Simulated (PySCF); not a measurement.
## Correlation energy of O²⁺ (oxygen, charge +2)

[He] 2s2 2p2, high-spin 3P determinant. All numbers are calculated (PySCF 2.14, scalar relativity by spin-free X2C-1e, in dyall-av3z (15s9p3d2f, 71 functions)). Frozen: 1s2; 4 electrons correlated; the 14 highest virtual orbitals of each spin left out.

```csv
level,correlation energy (mhartree)
CCSD,-100.55
(T),-1.39
CCSD(T),-101.94
```

Diagnostics: T1 = 0.0049, D1 = 0.0097, largest double amplitude 0.122.

Problem. Is a single reference adequate?

Solution. Mostly. T1 lies below 0.03, but a double amplitude of this size points to a near-degeneracy that CCSD handles and MP2 describes poorly.
